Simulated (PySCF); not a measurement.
B97-3 on Bi⁻ (bismuth, charge -1), [Xe] 4f14 5d10 6s2 6p4, high-spin 3P determinant. Calculation: PySCF 2.14, in def2-TZVPPD with the def2 core potential (60 electrons) (7s5p4d2f, 56 functions); a scalar-relativistic core potential.

```
cycle= 1 E= -214.676449644414  delta_E= -0.00701  |g|= 0.0165  |ddm|= 0.44
cycle= 2 E= -214.67656049647  delta_E= -0.000111  |g|= 0.0132  |ddm|= 0.0561
cycle= 3 E= -214.676632938781  delta_E= -7.24e-05  |g|= 0.00143  |ddm|= 0.0261
cycle= 4 E= -214.676634554706  delta_E= -1.62e-06  |g|= 0.000219  |ddm|= 0.00498
cycle= 5 E= -214.676634624958  delta_E= -7.03e-08  |g|= 4.55e-05  |ddm|= 0.00107
cycle= 6 E= -214.676634628831  delta_E= -3.87e-09  |g|= 1.08e-05  |ddm|= 0.000267
cycle= 7 E= -214.676634628975  delta_E= -1.44e-10  |g|= 1.31e-06  |ddm|= 4.96e-05
converged SCF energy = -214.676634628975  <S^2> = 2.0047439  2S+1 = 3.0031609
```

Highest occupied orbital energy: 1.202 eV; ⟨L²⟩ = 2.02; populations by l: s 4.00, p 10.00, d 10.00, f 0.00.

**Question.** Can this result be used?

**Answer.** With care. Self-consistency was reached. Energies and moments cover only the electrons outside the core potential. Spin-orbit coupling is strong in this species (close to jj coupling), so the high-spin LS determinant is a model state, not a physical level. At B97-3 the highest occupied level has a positive energy, so only the finite basis holds that electron; in a semilocal or global hybrid functional this comes from self-interaction and does not mean that the real anion is unbound.
